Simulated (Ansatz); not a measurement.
`[NH2][SbH2]`. The species carries charge 0 and has multiplicity 1. Sb takes the def2 core potential.

```xyz
6

N    -0.447   -0.333   -0.895
Sb    0.422   -0.574    0.931
H    -0.559    0.634   -1.172
H     0.080   -0.807   -1.616
H     1.358    0.872    0.994
H    -0.854    0.208    1.758
```

**Question.** What are the harmonic wavenumbers in cm⁻¹ at PBE0-D4/def2-TZVP (Ansatz, finite differences of forces, unscaled)? (Estimate.)

**Answer.** The calculation gave: 233, 522, 623, 646, 701, 855, 930, 1572, 1902, 1960, 3543, 3643.

**Question.** Is this a minimum?

**Answer.** Yes, all 12 modes are real.

**Question.** Give the ideal-gas thermochemistry at 298.15 K and 1 bar (rigid rotor, harmonic oscillator; point group C1, symmetry number 1).

**Answer.** Zero-point energy 102.5 kJ/mol; H(298) − E = 115.6 kJ/mol; entropy 278.3 J/(mol·K), of which translation 170.5, rotation 91.7, vibration 16.1; G(298) − E = 32.6 kJ/mol.

**Question.** And at 400, 500, 600, 800 and 1000 K?

**Answer.** 
```json
{"T (K)": "400", "H − E (kJ/mol)": "122.5", "S (J/mol/K)": "298.1", "G − E (kJ/mol)": "3.2"}
{"T (K)": "500", "H − E (kJ/mol)": "130.2", "S (J/mol/K)": "315.2", "G − E (kJ/mol)": "-27.4"}
{"T (K)": "600", "H − E (kJ/mol)": "138.6", "S (J/mol/K)": "330.5", "G − E (kJ/mol)": "-59.7"}
{"T (K)": "800", "H − E (kJ/mol)": "157.0", "S (J/mol/K)": "357.0", "G − E (kJ/mol)": "-128.6"}
{"T (K)": "1000", "H − E (kJ/mol)": "177.2", "S (J/mol/K)": "379.5", "G − E (kJ/mol)": "-202.3"}
```

**Question.** Rotational constants (cm⁻¹)?

**Answer.** 2.248, 0.257, 0.2536.
